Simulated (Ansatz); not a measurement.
Basis-set extrapolation for CH7NSSi2 (`C[Si@@H]1S[Si@@H]1N`) (PBE0-D4/def2-TZVP geometry, frozen core, the Gaussian-basis code of Ansatz). Multiplicity 1, RHF reference.

|  | def2-TZVPP | def2-QZVPP |
| --- | --- | --- |
| HF | -1071.937178 | -1071.970763 |
| MP2 correlation | -0.802601 | -0.863942 |
| CCSD(T) correlation | -0.896757 | not run |

Energies in hartree. Use E(X) = E(∞) + A·exp(−7.88·√X) for Hartree–Fock and E(X) = E(∞) + B·X^(−2.97) for correlation, with X = 3 and 4, and add CCSD(T) minus MP2 of the smaller set to the MP2 limit.

Question: What is the CCSD(T) energy at the basis-set limit?

Answer: HF limit: -1071.970763 + (-0.033585) × 0.13774 = -1071.97539. MP2 limit: -0.863942 + (-0.061341) × 0.74074 = -0.90938. Higher-order term: -0.896757 − (-0.802601) = -0.09416. Total: -1072.97893 hartree, 380.7 kJ/mol below CCSD(T)/def2-TZVPP.
